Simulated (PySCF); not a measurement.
**Fine-structure interval of Co²²⁺ by level of theory**

Co²²⁺ [He] 2s2 2p1 [2p1/2^1, M_J = 1/2] → Co²²⁺ [He] 2s2 2p1 [2p3/2^1, M_J = 3/2], as a difference of total energies. Calculation: PySCF 2.14, in an even-tempered Gaussian basis (17 s from 6.1 bohr⁻², ratio 2.4; 11 p from 7.9 bohr⁻², ratio 2.4; 5 d from 27 bohr⁻², ratio 2.6; 4 f from 41 bohr⁻², ratio 2.6); the two-component X2C-1e Hamiltonian. Correlated levels: nothing frozen; the 28 highest virtual spinors dropped. "Screened" scales the spin-orbit matrix elements by Boettger's factors to mimic the two-electron term; Breit and QED terms are absent.

```json
{"method": "GHF (screened spin-orbit)", "fine-structure interval (cm⁻¹)": "146430"}
{"method": "GMP2 (screened spin-orbit)", "fine-structure interval (cm⁻¹)": "144770"}
{"method": "GHF (bare spin-orbit)", "fine-structure interval (cm⁻¹)": "158230"}
```
